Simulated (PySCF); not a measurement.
**Electron correlation in Fe (iron, neutral)**

[Ar] 3d6 4s2, high-spin 5D determinant. Computed with PySCF 2.14 in cc-pVDZ-DK (6s5p3d1f, 43 functions), with the spin-free X2C one-electron Hamiltonian (Gaussian nucleus). Frozen: [Ar]; 8 electrons correlated.

MP2 pair energies summed by pair of shells (mhartree):

| pair | energy | share (%) |
| --- | --- | --- |
| 3d-3d | -103.45 | 68.0 |
| 3d-4s | -27.94 | 18.4 |
| 4s-4s | -20.78 | 13.7 |

Total MP2 correlation energy: -152.17 mhartree.

Same-spin part -72.96 and opposite-spin part -79.21 mhartree; SCS-MP2 scales them by 1/3 and 6/5 to -119.37 mhartree.
